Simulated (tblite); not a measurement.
C₄H₈FO₂S (doublet state).
SMILES with atom numbers: `[CH3:1][O:2][CH2:3][C@H:4]([S:5])[O:6][CH2:7][F:8]` (hydrogens: H9, H10, H11 on C1; H12, H13 on C3; H14 on C4; H15, H16 on C7)

Computed with GFN2-xTB (tblite), gas phase: L-BFGS steps from a force-field or distance-geometry start until the largest atomic force falls under 0.01 eV/Å.

Step 41: E = -780.9137 eV
```
atom  x, y, z in Å  |  force x, y, z in eV/Å
C1     -2.6897    0.5446   -0.0171    0.059  -0.052   0.040
O2     -1.9028   -0.4838    0.5400    0.031  -0.051   0.038
C3     -0.7559   -0.8310   -0.1676    0.000  -0.003  -0.013
C4      0.4664    0.0531    0.1967    0.008  -0.062  -0.008
S5      0.3399    1.6704   -0.6002    0.029   0.092  -0.001
O6      1.6001   -0.6455   -0.2262    0.000  -0.002  -0.074
C7      2.8349   -0.1178    0.1269   -0.040   0.019   0.000
F8      3.6115   -1.1249    0.6100   -0.066   0.016   0.016
H9     -2.0756    1.4221   -0.2615   -0.005   0.007   0.007
H10    -3.4186    0.8055    0.7478   -0.022   0.020  -0.040
H11    -3.2054    0.2127   -0.9254    0.060  -0.023  -0.003
H12    -0.9089   -0.8035   -1.2524   -0.004   0.025  -0.016
H13    -0.4773   -1.8493    0.1230   -0.090   0.012   0.035
H14     0.4656    0.2280    1.2823    0.046  -0.005   0.009
H15     2.7525    0.6363    0.9241    0.003   0.031  -0.021
H16     3.3557    0.2920   -0.7526   -0.008  -0.023   0.031
```

Step 42: E = -780.9153 eV
```
atom  x, y, z in Å  |  force x, y, z in eV/Å
C1     -2.6921    0.5420   -0.0228    0.038  -0.040   0.032
O2     -1.9037   -0.4802    0.5431    0.042  -0.028   0.013
C3     -0.7563   -0.8268   -0.1630    0.042  -0.006  -0.019
C4      0.4694    0.0535    0.2047   -0.009  -0.064  -0.017
S5      0.3400    1.6813   -0.5722    0.028   0.062   0.014
O6      1.6002   -0.6413   -0.2360   -0.012   0.032  -0.060
C7      2.8363   -0.1186    0.1202   -0.046   0.025   0.006
F8      3.6076   -1.1260    0.6126   -0.072   0.018   0.014
H9     -2.0809    1.4170   -0.2840    0.004  -0.005   0.026
H10    -3.4174    0.8122    0.7413   -0.033   0.034  -0.015
H11    -3.2152    0.2005   -0.9232    0.068  -0.041  -0.013
H12    -0.9076   -0.7969   -1.2485    0.003   0.025   0.003
H13    -0.4760   -1.8450    0.1260   -0.103   0.001   0.031
H14     0.4747    0.2145    1.2937    0.051  -0.011  -0.033
H15     2.7489    0.6381    0.9152    0.036   0.028  -0.046
H16     3.3645    0.2847   -0.7592   -0.035  -0.031   0.064
```

Step 43: E = -780.9175 eV
```
atom  x, y, z in Å  |  force x, y, z in eV/Å
C1     -2.6892    0.5383   -0.0237   -0.006  -0.020   0.026
O2     -1.9033   -0.4805    0.5492    0.049   0.009  -0.010
C3     -0.7575   -0.8239   -0.1598    0.083  -0.015  -0.020
C4      0.4712    0.0534    0.2074   -0.038  -0.038  -0.033
S5      0.3444    1.6896   -0.5568    0.012   0.031   0.026
O6      1.5987   -0.6382   -0.2465   -0.008   0.044  -0.048
C7      2.8342   -0.1185    0.1153   -0.045   0.025   0.015
F8      3.6006   -1.1254    0.6166   -0.066   0.006   0.018
H9     -2.0819    1.4120   -0.2925    0.049   0.019   0.039
H10    -3.4182    0.8148    0.7320   -0.058   0.046   0.050
H11    -3.2115    0.1936   -0.9211    0.046  -0.081  -0.071
H12    -0.9117   -0.7914   -1.2456    0.013   0.020   0.028
H13    -0.4758   -1.8413    0.1283   -0.095  -0.028   0.021
H14     0.4830    0.2078    1.2979    0.048  -0.021  -0.055
H15     2.7393    0.6389    0.9094    0.067   0.031  -0.071
H16     3.3701    0.2798   -0.7623   -0.054  -0.027   0.085
```

Problem. Estimate the geometry and energy of step 44. (The exact step hangs on the optimiser's Hessian estimate; all steps are aligned on step 43, rigid shifts and turns removed.)

Solution. E = -780.9195 eV, largest force 0.154 eV/Å
```
atom  x, y, z in Å  |  force x, y, z in eV/Å
C1     -2.6916    0.5334   -0.0301   -0.053   0.037  -0.025
O2     -1.9020   -0.4763    0.5538    0.020   0.074  -0.045
C3     -0.7560   -0.8185   -0.1548    0.078  -0.016  -0.003
C4      0.4746    0.0522    0.2176   -0.022   0.019  -0.042
S5      0.3451    1.7071   -0.5190    0.007  -0.069   0.068
O6      1.5983   -0.6313   -0.2624   -0.044   0.109   0.004
C7      2.8337   -0.1187    0.1071   -0.023   0.002   0.007
F8      3.5922   -1.1263    0.6205   -0.065  -0.011   0.030
H9     -2.0881    1.4058   -0.3215    0.028  -0.050   0.077
H10    -3.4178    0.8251    0.7242   -0.027   0.030   0.035
H11    -3.2222    0.1742   -0.9199    0.084  -0.071  -0.012
H12    -0.9088   -0.7824   -1.2410    0.022   0.017   0.041
H13    -0.4797   -1.8363    0.1332   -0.069  -0.065   0.007
H14     0.4972    0.1896    1.3126    0.047  -0.035  -0.142
H15     2.7378    0.6430    0.8963    0.075   0.041  -0.076
H16     3.3797    0.2684   -0.7688   -0.057  -0.012   0.076
```

The energy changes by -0.0020 eV. The first-order estimate −F·Δx gives -0.0033 eV and the mean of the old and new forces, exact on a quadratic surface, -0.0019 eV. The step makes an angle of 82° with the force vector and moves no atom by more than 0.042 Å.

What follows is the cost of the whole relaxation. Hardware: one thread, Arm Neoverse V2 (aarch64), shared host with 96 logical CPUs at a one-minute load of 71. Cost: 0.83 s of wall time.
